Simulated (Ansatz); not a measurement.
Frontier orbitals of C$_{2}$H$_{7}$BOS, SMILES `BOCCS`.

Cartesian coordinates in Å:
```
B -1.7074 -0.8555 1.1635
O -1.3339 0.1297 0.3344
C 0.0125 0.5658 0.2383
C 0.5648 0.2124 -1.1250
S 2.2314 0.8599 -1.3809
H -2.8638 -1.1605 1.1576
H -0.8930 -1.3905 1.8698
H 0.0276 1.6491 0.3769
H 0.6143 0.1050 1.0293
H 0.5491 -0.8672 -1.2845
H -0.0484 0.6693 -1.9044
H 2.8467 0.0825 -0.4751
```

The species carries charge 0 and has multiplicity 1. The structure was optimised at the PBE0-D4/def2-TZVP level. It is one conformer, not always the lowest. Basis def2-TZVPP, Ansatz.

| functional | HOMO (eV) | LUMO (eV) | gap (eV) |
| --- | --- | --- | --- |
| PBE | -5.91 | -1.53 | 4.38 |
| revPBE | -5.86 | -1.42 | 4.44 |
| r2SCAN | -6.16 | -1.14 | 5.02 |
| B97M-V | -6.27 | -1.29 | 4.98 |
| PBE0 | -7.15 | -0.54 | 6.61 |
| r2SCANh | -6.62 | -0.79 | 5.83 |
| ωB97X-V | -9.56 | 1.59 | 11.15 |
| ωB97M-V | -9.40 | 1.30 | 10.70 |
| HF | -9.99 | 2.58 | 12.57 |

Against PBE, PBE0 changes HOMO and LUMO by −1.23 and +0.99 eV, ωB97M-V by −3.49 and +2.83 eV. A gap of 4.39 eV thus becomes 10.70 eV for the same molecule, so an orbital gap means little without its functional. A positive LUMO is unbound and depends on the basis.
